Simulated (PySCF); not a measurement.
## How methods differ on the excitation energy of O⁺

O⁺ [He] 2s2 2p3 (4S) → O⁺ [He] 2s1 2p4 (4P), as a difference of total energies. Computed with PySCF 2.14 in def2-QZVPPD (8s5p4d2f1g, 66 functions), with no relativity, point nucleus. Correlated levels: valence and next inner shell: nothing frozen. The calculations carry no spin-orbit coupling.

```json
{"method": "UHF", "excitation energy (eV)": "14.899"}
{"method": "MP2 (valence and next inner shell)", "excitation energy (eV)": "14.912"}
{"method": "SCS-MP2 (valence and next inner shell)", "excitation energy (eV)": "14.929"}
{"method": "CCSD (valence and next inner shell)", "excitation energy (eV)": "14.838"}
{"method": "CCSD(T) (valence and next inner shell)", "excitation energy (eV)": "14.823"}
```

Task: How much does correlation contribute at CCSD(T) (valence and next inner shell)?

Result: 14.823 − (14.899) = -0.076 eV, measured against UHF.

Errors of the correlated levels include the incompleteness of this basis.

For comparison: 14.870 eV (measured; NIST levels, between the centres of gravity of the two terms).
